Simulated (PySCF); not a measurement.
The scaffold SiH2Cl-X carries different groups X. Isolated molecules, 0 K electronic values unless said otherwise. One relaxed conformer stands for each flexible species; it need not be the lowest. Strings in code marks are SMILES.

All values below come from PySCF with PBE0-D4/def2-TZVP. Excitations are Tamm–Dancoff values on a coarser integration grid. The basis has no diffuse functions, so Rydberg states are missing or too high.

```tsv
species	S1 oscillator strength	S1 excitation (TDA) (eV)
X = methoxy (`O([SiH2]Cl)C` (C–O–Si–Cl torsion 180°))	0.005	7.26
X = borono	0.007	6.26
X = isocyano (`[C-]#[N+][SiH2]Cl`)	0.040	7.04
X = methylamino (`CN[SiH2]Cl` (C–N–Si–Cl torsion 69°))	0.008	6.46
```
